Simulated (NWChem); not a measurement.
System: C2H4N2Si; SMILES N#C/N=C\[SiH3]

NWChem input:

```
start job
memory heap 200 mb stack 900 mb global 1100 mb
geometry units angstroms noautoz
  N     -0.950558    -2.263485     0.000175
  C     -0.029733    -1.550582     0.000060
  N      1.096621    -0.838468     0.000108
  C      1.082993     0.445003    -0.000584
  Si    -0.466570     1.571893    -0.001890
  H      2.083443     0.909167    -0.000306
  H     -1.261367     1.282769     1.225783
  H      0.003331     2.985461    -0.008383
  H     -1.266887     1.272891    -1.223546
end
basis spherical
  * library pcseg-1
end
dft
  xc hfexch
  iterations 150
  mulliken
end
task dft energy
```

Parts of the log:

```
             Northwest Computational Chemistry Package (NWChem) 7.3.0
             --------------------------------------------------------

 C1  symmetry detected

                             Geometry "geometry" -> ""
                             -------------------------

 Output coordinates in angstroms (scale by  1.889725989 to convert to a.u.)

  No.       Tag          Charge          X              Y              Z
 ---- ---------------- ---------- -------------- -------------- --------------
    1 N                    7.0000    -0.92879119    -2.27849809     0.00003146
    2 C                    6.0000    -0.01750390    -1.55344303    -0.00004134
    3 N                    7.0000     1.09930482    -0.82645062    -0.00003346
    4 C                    6.0000     1.06865265     0.45672686     0.00001626
    5 Si                  14.0000    -0.49572247     1.56296316    -0.00002607
    6 H                    1.0000     2.06285758     0.93412087     0.00016205
    7 H                    1.0000    -1.28611599     1.26262384     1.22779734
    8 H                    1.0000    -0.04461629     2.98264353    -0.00589531
    9 H                    1.0000    -1.29249862     1.25406553    -1.22153453

 Effective nuclear repulsion energy (a.u.)     184.3604365130

  xc_inp: hfexch multiplicative factor not found.

                                 NWChem DFT Module
                                 -----------------

 Summary of "ao basis" -> "ao basis" (spherical)
 ------------------------------------------------------------------------------
       Tag                 Description            Shells   Functions and Types
 ---------------- ------------------------------  ------  ---------------------
 N                          pcseg-1                  6       14   3s2p1d
 C                          pcseg-1                  6       14   3s2p1d
 Si                         pcseg-1                  8       18   4s3p1d
 H                          pcseg-1                  3        5   2s1p

            General Information
            -------------------
          SCF calculation type: DFT
          Wavefunction type:  closed shell.
          No. of atoms     :     9
          No. of electrons :    44
           Alpha electrons :    22
            Beta electrons :    22
          Charge           :     0
          Spin multiplicity:     1
          Use of symmetry is: off; symmetry adaption is: off
          Maximum number of iterations: 150
          AO basis - number of functions:    94
                     number of shells:    44
          Convergence on energy requested:  1.00D-06
          Convergence on density requested:  1.00D-05
          Convergence on gradient requested:  5.00D-04

              XC Information
              --------------
                     Hartree-Fock (Exact) Exchange  1.000

      Superposition of Atomic Density Guess
      -------------------------------------

 Sum of atomic energies:        -474.66487761

      Non-variational initial energy
      ------------------------------

 Total energy =    -476.912249
 1-e energy   =   -1016.595208
 2-e energy   =     355.322522
 HOMO         =      -0.296614
 LUMO         =      -0.087203

     ---------------------------------------------
      Total Density - Mulliken Population Analysis
     ---------------------------------------------

    Atom       Charge   Shell Charges
 -----------   ------   -------------------------------------------------------
    1 N    7     7.81   2.00  0.94  0.85  2.47  1.51  0.03
    2 C    6     5.27   2.00  0.80  0.25  1.66  0.49  0.08
    3 N    7     7.51   2.00  0.88  0.74  2.39  1.46  0.03
    4 C    6     5.83   2.00  0.80  0.53  1.71  0.76  0.04
    5 Si  14    13.52   2.00  2.00  0.94  0.33  5.99  1.88  0.27  0.10
    6 H    1     0.85   0.70  0.13  0.02
    7 H    1     1.06   0.71  0.35  0.01
    8 H    1     1.08   0.72  0.36  0.01
    9 H    1     1.06   0.71  0.35  0.01

   convergence    iter        energy       DeltaE   RMS-Dens  Diis-err
 ---------------- ----- ----------------- --------- --------- ---------
 d= 0,ls=0.0,diis     1   -475.6394240069 -6.60D+02  9.63D-03  7.47D-01
 d= 0,ls=0.0,diis     2   -475.7035015356 -6.41D-02  4.33D-03  5.23D-01
 d= 0,ls=0.0,diis     3   -475.7611087776 -5.76D-02  1.66D-03  1.30D-02
 d= 0,ls=0.0,diis     4   -475.7639218459 -2.81D-03  4.48D-04  2.91D-03
 d= 0,ls=0.0,diis     5   -475.7643570934 -4.35D-04  2.22D-04  2.07D-04
  Resetting Diis
 d= 0,ls=0.0,diis     6   -475.7644072288 -5.01D-05  7.97D-05  2.34D-05
 d= 0,ls=0.0,diis     7   -475.7644152124 -7.98D-06  2.05D-05  3.61D-06
 d= 0,ls=0.0,diis     8   -475.7644162534 -1.04D-06  1.16D-05  8.95D-07
 d= 0,ls=0.0,diis     9   -475.7644166589 -4.06D-07  1.83D-05  5.94D-07
 d= 0,ls=0.0,diis    10   -475.7644169698 -3.11D-07  2.98D-06  3.59D-08

         Total DFT energy =     -475.764416969816
      One electron energy =    -1018.705105667907
           Coulomb energy =      403.808869598038
    Exchange-Corr. energy =      -45.228617412965
 Nuclear repulsion energy =      184.360436513017

 Numeric. integr. density =        0.000000000000

                       DFT Final Molecular Orbital Analysis
                       ------------------------------------

 Vector   20  Occ=2.000000D+00  E=-5.046838D-01
              MO Center=  4.7D-02, -6.2D-01,  8.4D-04, r^2= 4.0D+00
   Bfn.  Coefficient  Atom+Function         Bfn.  Coefficient  Atom+Function
  ----- ------------  ---------------      ----- ------------  ---------------
    19      0.311155  2 C  py                46      0.276462  4 C  px
     4     -0.251403  1 N  px                 5      0.194891  1 N  py
    75      0.190837  6 H  s                 49      0.184362  4 C  px
    45     -0.179128  4 C  s                 65      0.175047  5 Si py
    64     -0.166173  5 Si px                22      0.161283  2 C  py

 Vector   21  Occ=2.000000D+00  E=-4.296325D-01
              MO Center=  1.1D-02, -1.2D+00,  1.6D-04, r^2= 3.0D+00
   Bfn.  Coefficient  Atom+Function         Bfn.  Coefficient  Atom+Function
  ----- ------------  ---------------      ----- ------------  ---------------
     6      0.377781  1 N  pz                20      0.281631  2 C  pz
    34     -0.270640  3 N  pz                48     -0.258982  4 C  pz
     9      0.256072  1 N  pz                37     -0.239106  3 N  pz
    51     -0.194296  4 C  pz                23      0.188652  2 C  pz
    80      0.066644  7 H  s                 90     -0.066281  9 H  s

 Vector   22  Occ=2.000000D+00  E=-4.205994D-01
              MO Center=  3.2D-01, -1.0D+00,  5.6D-05, r^2= 3.4D+00
   Bfn.  Coefficient  Atom+Function         Bfn.  Coefficient  Atom+Function
  ----- ------------  ---------------      ----- ------------  ---------------
    32      0.329513  3 N  px                35      0.292111  3 N  px
     5      0.283185  1 N  py                33     -0.203234  3 N  py
     8      0.201983  1 N  py                36     -0.200535  3 N  py
    18     -0.198751  2 C  px                64      0.189894  5 Si px
     4     -0.176518  1 N  px                31      0.162693  3 N  s

 Vector   23  Occ=0.000000D+00  E= 3.436014D-02
              MO Center=  5.9D-01,  1.6D-01, -3.9D-04, r^2= 4.0D+00
   Bfn.  Coefficient  Atom+Function         Bfn.  Coefficient  Atom+Function
  ----- ------------  ---------------      ----- ------------  ---------------
    69      0.553895  5 Si pz                51      0.516621  4 C  pz
    81     -0.481042  7 H  s                 91      0.479512  9 H  s
    37     -0.417047  3 N  pz                48      0.339313  4 C  pz
    34     -0.284721  3 N  pz                 9      0.246590  1 N  pz
     6      0.191535  1 N  pz                23     -0.151544  2 C  pz

 Vector   24  Occ=0.000000D+00  E= 9.744503D-02
              MO Center= -6.1D-01,  1.7D+00, -3.3D-05, r^2= 6.3D+00
   Bfn.  Coefficient  Atom+Function         Bfn.  Coefficient  Atom+Function
  ----- ------------  ---------------      ----- ------------  ---------------
    67      1.241440  5 Si px                45     -0.976878  4 C  s
    68     -0.641503  5 Si py                81      0.452720  7 H  s
    91      0.452980  9 H  s                 50     -0.335757  4 C  py
    86      0.290073  8 H  s                 76      0.247305  6 H  s
    60     -0.215757  5 Si s                  3     -0.186226  1 N  s

 Vector   25  Occ=0.000000D+00  E= 1.363828D-01
              MO Center= -6.3D-01,  9.8D-01,  1.2D-02, r^2= 5.7D+00
   Bfn.  Coefficient  Atom+Function         Bfn.  Coefficient  Atom+Function
  ----- ------------  ---------------      ----- ------------  ---------------
    68      1.543751  5 Si py                86     -1.463694  8 H  s
    67      1.168164  5 Si px                91      0.822938  9 H  s
    81      0.804670  7 H  s                 76     -0.394680  6 H  s
    31      0.197959  3 N  s                 17     -0.196164  2 C  s
    65      0.179362  5 Si py                45      0.178138  4 C  s

     ---------------------------------------------
      Total Density - Mulliken Population Analysis
     ---------------------------------------------

    Atom       Charge   Shell Charges
 -----------   ------   -------------------------------------------------------
    1 N    7     7.30   2.00  0.89  0.83  2.20  1.34  0.04
    2 C    6     5.61   2.00  0.77  0.16  2.00  0.61  0.08
    3 N    7     7.50   2.00  0.83  0.79  2.39  1.45  0.04
    4 C    6     6.09   2.00  0.75  0.55  1.94  0.80  0.06
    5 Si  14    13.24   2.00  2.00  0.88  0.24  6.00  1.99 -0.05  0.17
    6 H    1     0.84   0.77  0.06  0.02
    7 H    1     1.12   0.76  0.36  0.01
    8 H    1     1.16   0.76  0.39  0.01
    9 H    1     1.12   0.76  0.36  0.01

     -------------------------------------------
      Total Density - Lowdin Population Analysis
     -------------------------------------------

    Atom       Charge   Shell Charges
 -----------   ------   -------------------------------------------------------
    1 N    7     7.16   1.99  0.79  0.66  2.09  1.57  0.07
    2 C    6     5.95   1.98  0.58  0.32  1.84  1.06  0.17
    3 N    7     7.16   1.99  0.71  0.52  2.27  1.59  0.08
    4 C    6     6.05   1.99  0.59  0.42  1.83  1.11  0.12
    5 Si  14    13.42   2.00  1.93  0.62  0.35  5.90  1.81  0.58  0.22
    6 H    1     0.93   0.67  0.21  0.05
    7 H    1     1.10   0.69  0.39  0.02
    8 H    1     1.12   0.70  0.40  0.02
    9 H    1     1.10   0.69  0.39  0.02

     Multipole analysis of the density
     ---------------------------------

     L   x y z        total         alpha         beta         nuclear
     -   - - -        -----         -----         ----         -------
     0   0 0 0     -0.000000    -22.000000    -22.000000     44.000000

     1   1 0 0      0.636305      0.318152      0.318152      0.000000
     1   0 1 0      2.019215      1.009607      1.009607      0.000000
     1   0 0 1     -0.000238     -0.000119     -0.000119      0.000000

     2   2 0 0    -29.912715    -72.761547    -72.761547    115.610380
     2   1 1 0     -1.587885      0.549280      0.549280     -2.686445
     2   1 0 1      0.000881      0.000143      0.000143      0.000595
     2   0 2 0    -33.616416   -202.482705   -202.482705    371.348994
     2   0 1 1      0.000659     -0.000529     -0.000529      0.001717
     2   0 0 2    -28.288235    -19.500121    -19.500121     10.712006
```

Level: Hartree-Fock/pcseg-1. The geometry was optimised at PBE0/def2-SVP.
